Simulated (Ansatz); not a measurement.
Sb₂As⁺, relaxed as a singlet with RKS PBE-D4/def2-TZVP in Ansatz, starting from the GFN2-xTB geometry. Force threshold 0.02 eV/Å.

In the def2 sets Sb takes a core potential; there is no spin–orbit coupling. The restricted singlet is unstable towards broken spin symmetry in Hartree–Fock (as tested in another run); at PBE-D4/def2-TZVP this wasn't settled. An occupied level lies above an empty one. Another isomer (singlet) lies 2.35 eV lower at PBE0-D4/def2-TZVP; other spin states weren't run for this one.

Start:

```xyz
3

As    0.244    0.006   -0.885
Sb    1.035    1.684    0.773
Sb   -1.278   -1.690    0.112
```

Q: Estimate the energy that the relaxation releases and the steps that it takes.

A: 7.7 kJ/mol, in 6 steps; 24 s on 4 threads of Intel Xeon on a shared host. No frequencies were taken in this run, so the end may be a saddle point.

Q: Does the start keep its bonding and symmetry?

A: By distances, no bond broke or formed. The bond that changes most is As1–Sb2, from 2.49 to 2.41 Å (atoms count from 1). Point group C2v at the start, C2v at the end, both within 0.05 Å.

Q: Predict the relaxed structure.

A: 
```xyz
3

As    0.165    0.004   -0.601
Sb    1.158    1.808    0.655
Sb   -1.323   -1.812   -0.054
```
Bond lengths: 2 × As–Sb 2.41 Å.
